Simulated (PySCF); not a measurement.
A GIAO shielding run with PySCF 2.14 (density fitting, non-relativistic, gas phase) on `C=CC[Si@@H]1NC[C@H](CF)N1`, C$_{6}$H$_{13}$FN$_{2}$Si:

```
$ OMP_NUM_THREADS=1 python probes_run.py task.json out

{"job": {"kind": "nmr", "xc": "PBE0", "basis": "pcSseg-1"}, "charge": 0, "multiplicity": 1}
C      3.975952    -0.245145     0.434219
C      2.857046     0.456337     0.412971
C      1.581965     0.033879     1.044128
Si     0.401723    -0.662143    -0.277457
N     -0.268561     0.614128    -1.228262
C     -1.647944     0.316706    -1.544257
C     -2.214916    -0.388613    -0.310316
C     -2.653388     0.646660     0.730230
F     -3.126454     0.014346     1.856602
N     -1.155692    -1.229249     0.188207
H      4.038657    -1.186118     0.956145
H      4.872705     0.086926    -0.060729
H      2.818560     1.396822    -0.121049
H      1.775044    -0.747847     1.776793
H      1.127425     0.878549     1.562019
H      1.047142    -1.765307    -1.006960
H      0.229222     1.056437    -1.982984
H     -1.735736    -0.351114    -2.410552
H     -2.199580     1.237072    -1.759052
H     -3.085041    -1.003004    -0.575358
H     -1.800175     1.256269     1.039490
H     -3.467648     1.275486     0.358041
H     -1.375059    -1.664092     1.068496
```

Hardware: 1 thread of an Arm Neoverse N1, shared host. The job also computes population analyses, field gradients, ring-centre shieldings.

Question: How large is the calculation?

Answer: 86 electrons, 242 basis functions and 1266 auxiliary functions.

Question: How long does it take, and how much memory does it need?

Answer: 110 s of wall time, with 13 SCF cycles and 4 response iterations; peak memory 1.2 GiB. Times on a shared host scatter by some tens of per cent.
